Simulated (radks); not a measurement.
Spherical quantum dot in the effective-mass picture: electrons in a hard-walled sphere of radius 1.79, all in effective atomic units (hartree* = m*/eps^2 hartree, bohr* = eps/m* bohr), one dielectric constant everywhere. Calculated with a radial shooting solver with Libxc functionals: non-relativistic Kohn-Sham, r2SCAN, spin-polarised, spherical densities, generalised Kohn-Sham scheme. Levels are named by radial order and angular momentum (1s, 1p, 1d, 2s, ...), and open shells are averaged over m.

N = 20, configuration 1s2 1p6 1d10 2s(up 1, down 0) 1f(up 1, down 0). This is the lowest configuration that the search found. Occupied and some empty levels:

| level | occupation | eigenvalue (hartree*) | <r> (bohr*) |
|---|---|---|---|
| 1s up | 1 | 16.464 | 1.088 |
| 1s down | 1 | 16.556 | 1.101 |
| 1p up | 3 | 17.548 | 1.178 |
| 1p down | 3 | 17.605 | 1.179 |
| 1d up | 5 | 19.213 | 1.239 |
| 1d down | 5 | 19.271 | 1.238 |
| 2s up | 1 | 21.367 | 0.8229 |
| 1f up | 1 | 21.387 | 1.285 |
| 1f down | 0 | 21.454 | 1.284 |
| 2s down | 0 | 21.770 | 0.8320 |
| 1g up | 0 | 24.033 | 1.322 |
| 1g down | 0 | 24.108 | 1.322 |
| 2p up | 0 | 24.434 | 0.9388 |
| 2p down | 0 | 24.633 | 0.9494 |
| 2d up | 0 | 27.939 | 1.020 |
| 2d down | 0 | 28.035 | 1.025 |

Energy (hartree*): total 227.467, kinetic 92.526, external 0, Hartree 152.61, exchange-correlation -17.668.
